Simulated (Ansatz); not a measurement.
Molecule (SMILES): [SiH] (SiH), doublet.
Atoms: Si1, H2. Bonds: Si1-H2.

Basis-set convergence of the highest harmonic wavenumber at PBE with Ansatz (an electronic-structure program). Each level at its own minimum, finite differences of forces, unscaled; the reference is a large set that could be run, not a limit. Cartesian d functions, on some or all atoms, in 6-31G*, 6-31+G*, 6-311G**, 6-311+G**; all else is spherical. The program fits the integrals of some runs and decomposes those of others, by size. Open shells are unrestricted. No added dispersion term, no relativity. Reference: the value in aug-pcseg-3, 1951 cm⁻¹, itself unsure by roughly 3 cm⁻¹ (its mean distance from aug-cc-pV(Q+d)Z, def2-QZVPPD, pcseg-3). Deviations are taken from unrounded values.

| basis | functions | highest harmonic wavenumber (cm⁻¹) |
|---|---|---|
| 6-31G* | 21 | 1956 |
| 6-31+G* | 25 | 1959 |
| def2-SVP | 23 | 1948 |
| def2-SVPD | 32 | 1950 |
| pcseg-1 | 23 | 1954 |
| aug-pcseg-1 | 36 | 1945 |
| cc-pV(D+d)Z | 28 | 1945 |
| aug-cc-pV(D+d)Z | 41 | 1944 |
| 6-311G** | 33 | 1946 |
| 6-311+G** | 37 | 1949 |
| def2-TZVP | 43 | 1952 |
| def2-TZVPD | 52 | 1952 |
| pcseg-2 | 48 | 1945 |
| aug-pcseg-2 | 73 | 1951 |
| cc-pV(T+d)Z | 53 | 1947 |
| aug-cc-pV(T+d)Z | 78 | 1948 |
| def2-TZVPP | 56 | 1951 |
| def2-TZVPPD | 65 | 1952 |
| cc-pV(Q+d)Z | 94 | 1957 |
| aug-cc-pV(Q+d)Z | 135 | 1957 |
| pcseg-3 | 97 | 1950 |
| aug-pcseg-3 | 138 | 1951 |
| def2-QZVPP | 100 | 1952 |
| def2-QZVPPD | 109 | 1952 |

What the diffuse functions change, pair by pair:
- 6-31G* to 6-31+G*: 4 more functions, deviation 4 to 8 cm⁻¹
- def2-SVP to def2-SVPD: 9 more functions, deviation -3 to -1 cm⁻¹
- pcseg-1 to aug-pcseg-1: 13 more functions, deviation 2 to -6 cm⁻¹
- cc-pV(D+d)Z to aug-cc-pV(D+d)Z: 13 more functions, deviation -7 to -7 cm⁻¹
- 6-311G** to 6-311+G**: 4 more functions, deviation -6 to -2 cm⁻¹
- def2-TZVP to def2-TZVPD: 9 more functions, deviation 1 to 1 cm⁻¹
- pcseg-2 to aug-pcseg-2: 25 more functions, deviation -6 to 0 cm⁻¹
- cc-pV(T+d)Z to aug-cc-pV(T+d)Z: 25 more functions, deviation -4 to -3 cm⁻¹
- def2-TZVPP to def2-TZVPPD: 9 more functions, deviation 0 to 0 cm⁻¹
- cc-pV(Q+d)Z to aug-cc-pV(Q+d)Z: 41 more functions, deviation 6 to 6 cm⁻¹
- pcseg-3 to aug-pcseg-3: 41 more functions, deviation -1 to 0 cm⁻¹
- def2-QZVPP to def2-QZVPPD: 9 more functions, deviation 1 to 1 cm⁻¹

Leaving out the reference's own pair, they bring the value nearer the reference by more than 3 cm⁻¹ in 2 of 11 pairs.
